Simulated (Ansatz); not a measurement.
Saddle search on CH8GeO, singlet by partitioned rational-function steps on PBE0-D4/def2-TZVP gradients (Ansatz 0.2.0), from this start:

```tsv
atom	x (Å)	y (Å)	z (Å)
Ge1	-0.7436	0.8642	0.2082
O2	0.7708	0.2152	1.4022
H3	-0.7879	1.3193	-1.2704
H4	-1.9879	0.1100	0.6844
H5	-0.6736	2.2186	0.9833
H6	0.7657	-0.4615	0.4782
C7	0.2692	-1.0517	-0.7771
H8	1.5255	0.8188	1.4677
H9	-0.7282	-1.3593	-1.1259
H10	0.8434	-0.6954	-1.6458
H11	0.7465	-1.9784	-0.4047
```

```csv
step,energy less the last (meV),largest force (eV/Å),curvature followed (eV/Å²)
1,7.2,0.251,-12.79
2,3.1,0.153,-12.73
3,8.3,0.247,-12.76
4,2.6,0.180,-12.74
5,0.6,0.076,-12.70
6,0.2,0.019,-12.74
7,0.1,0.019,-12.71
8,0.0,0.022,-12.71
9,0.0,0.019,-12.71
10,0.0,0.010,-13.03
```

The search ended at:

Ge1  (-0.734, 0.863, 0.195)
O2  (0.723, 0.173, 1.440)
H3  (-0.875, 1.241, -1.300)
H4  (-1.969, 0.151, 0.749)
H5  (-0.565, 2.248, 0.885)
H6  (0.735, -0.473, 0.479)
C7  (0.286, -1.034, -0.789)
H8  (1.475, 0.767, 1.549)
H9  (-0.704, -1.369, -1.101)
H10  (0.813, -0.632, -1.655)
H11  (0.814, -1.937, -0.451)
(Å)
